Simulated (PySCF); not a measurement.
An unknown is described by computed data only.

Formula: C7H11FO.

- XPS: C1s 290.6, C1s 290.7 (×2), C1s 290.9 (×2), C1s 291.4, C1s 295.5, O1s 538.5, F1s 693.1 eV [ΔSCF SCAN, pcX-2 on the ionised atom, pcseg-1 elsewhere, spin-free X2C]
- UV, first state: lowest singlet excitation: 5.97 eV (208 nm, f = 0.001) [TDDFT CAM-B3LYP/def2-SVPD]
- Rotational structure: rotational constants A, B, C: 2.533, 1.368, 1.128 GHz [PBE0-D3(BJ)/def2-SVP]
- Polarisability: 81.2 au [CAM-B3LYP/def2-SVPD]
- 13C NMR: chemical shifts (computed TMS as zero) by class: 160.8 (1 C), 41.5 (1 C), 31.1 (2 C), 30.5 (1 C), 27.2 (2 C) ppm [GIAO KT3/pcSseg-1]
- Valence photoelectron: vertical ionisation energy: 11.04 eV [ΔSCF CAM-B3LYP/def2-SVPD]
- Dipole: 3.12 D [CAM-B3LYP/def2-SVPD]
- UV, strongest line: among the 10 lowest singlet transitions: S9 at 8.93 eV (139 nm, f = 0.029) [TDDFT CAM-B3LYP/def2-SVPD]

The electronic properties come from PySCF, for the isolated species, density fitting. Levels stand in brackets. The structure is a single PBE0-D3(BJ)/def2-SVP conformer in the gas phase; no vibrational or solvent corrections. NMR classes are plain means over equivalent atoms (diastereotopic ones count apart unless rotation or inversion swaps them), as if these changed places fast.

Q: Give a SMILES that accounts for the data.

A: Numbering: `[O:1]=[C:2]([F:3])[CH:4]1[CH2:5][CH2:6][CH2:7][CH2:8][CH2:9]1`. Its formula, C7H11FO, gives 2 degrees of unsaturation: 1 ring and 1 π bond in the structure found. 7 carbons fall into 5 classes; from least to most shielded: acyl halide carbon [C2] (160.8 ppm), sp3 carbon next to a carbonyl [C4] (41.5 ppm), ring CH2 carbon [C5/C9] (31.1 ppm, 2 C), ring CH2 carbon [C7] (30.5 ppm), ring CH2 carbon [C6/C8] (27.2 ppm, 2 C, up to 2.2 ppm apart in this geometry). The core levels belong to: C1s 290.6 eV, ring CH2 carbon [C7]; C1s 290.7 eV, ring CH2 carbon [C6/C8]; C1s 290.9 eV, ring CH2 carbon [C5/C9]; C1s 291.4 eV, sp3 carbon next to a carbonyl [C4]; C1s 295.5 eV, acyl halide carbon [C2]; O1s 538.5 eV, carbonyl oxygen [O1]; F1s 693.1 eV, acyl fluorine [F3]. One atom of each topological class was ionised and stands for its class. The optimised geometry has point group C1 and is an asymmetric top. Structure: `O=C(C1CCCCC1)F`. Computed isomers that give other values at the same levels: `C#CC[C@@](C)(CF)OC` (rotational constant A: 2.254 GHz; this holds for the one conformer computed); `CC[C@@H]1CC(=O)C[C@H]1F` (rotational constant A: 2.011 GHz; this holds for the one conformer computed); `CC1(C)C[C@]1(C)C(=O)F` (13C chemical shifts (computed TMS as zero) by class: 160.5 (1 C), 31.8 (1 C), 31.3 (1 C), 28.5 (1 C), 23.4 (1 C), 21.2 (1 C), 17.5 (1 C) ppm). The assignments are read from this structure; whether some other isomer fits the data as well wasn't checked.
